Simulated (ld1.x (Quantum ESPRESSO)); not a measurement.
## An all-electron radial function and its pseudo partner (Co (Z = 27))

Columns: radius, all-electron u(r) and pseudo u(r) of the 3d shell (level -10.01 eV) of cobalt in the configuration [Ar] 3d7 4s1 4p1; PBE, scalar-relativistic, PAW scheme, ld1.x (Quantum ESPRESSO) 7.5.

| r (bohr) | all-electron | pseudo |
| --- | --- | --- |
| 0.130 | 0.1435 | 0.0062 |
| 0.260 | 0.4796 | 0.0466 |
| 0.390 | 0.7555 | 0.1403 |
| 0.520 | 0.9077 | 0.2829 |
| 0.650 | 0.9560 | 0.4484 |
| 0.780 | 0.9378 | 0.5994 |
| 0.910 | 0.8844 | 0.7028 |
| 1.040 | 0.8155 | 0.7424 |
| 1.170 | 0.7420 | 0.7236 |
| 1.300 | 0.6697 | 0.6682 |
| 1.430 | 0.6017 | 0.6018 |
| 1.560 | 0.5391 | 0.5391 |
| 1.690 | 0.4822 | 0.4822 |
| 1.820 | 0.4309 | 0.4309 |
| 1.950 | 0.3849 | 0.3849 |
| 2.080 | 0.3439 | 0.3439 |
| 2.210 | 0.3072 | 0.3072 |
| 2.340 | 0.2745 | 0.2745 |
| 2.470 | 0.2453 | 0.2453 |
| 2.600 | 0.2193 | 0.2193 |
| 2.730 | 0.1960 | 0.1960 |
| 2.860 | 0.1753 | 0.1753 |
| 2.990 | 0.1567 | 0.1567 |
| 3.120 | 0.1401 | 0.1401 |
| 3.250 | 0.1253 | 0.1253 |
| 3.380 | 0.1121 | 0.1121 |

Q: How many radial nodes do the two functions have?

A: The all-electron 3d function has n − l − 1 = 0; the pseudo-wave has 0.

Q: At about which radius was the pseudo-wave matched?

A: 1.50 bohr, where the columns begin to agree (steps of 0.13 bohr).

Q: Is the pseudo-wave norm-conserving?

A: No, it belongs to a PAW set: the norm inside the radius is not constrained, and the difference is carried by the augmentation charge.
